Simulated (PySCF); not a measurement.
Computed IR spectrum (relative IR intensity) of a molecule C₄H₁₃NSi. Geometry: PBE-D3(BJ)/def2-SVP. The values are those of a single conformer. All values below come from PBE-D3(BJ)/def2-SVP in PySCF. Frequencies are harmonic and unscaled.

Lines under 2 % of the strongest are left out, and lines within 2 cm⁻¹ are merged.

```
ν (cm⁻¹)  relative intensity
--------  ------------------
322                      3.8
460                      4.4
630                      4.1
693                       16
748                       20
838                       17
848                       24
856                       14
870                      100
919                       38
1037                     5.1
1053                     8.2
1077                     2.5
1117                     4.9
1152                      12
1216                     8.4
1223                     9.0
1265                     4.9
1284                     7.8
1387                     5.8
1398                     7.7
1401                     6.2
1419                     4.8
1427                     6.7
1436                     4.1
2143                      56
2155                      58
2779                      37
2819                      34
2833                      88
2976                      11
2994                      19
2998                      14
3050                     8.6
3053                      16
3075                     2.2
```

Problem. Which structure fits?
A) CCCNC[SiH3]
B) CCNC[SiH2]C
C) CCCN[SiH2]C
D) C[SiH2]CN(C)C

Solution. D, C[SiH2]CN(C)C
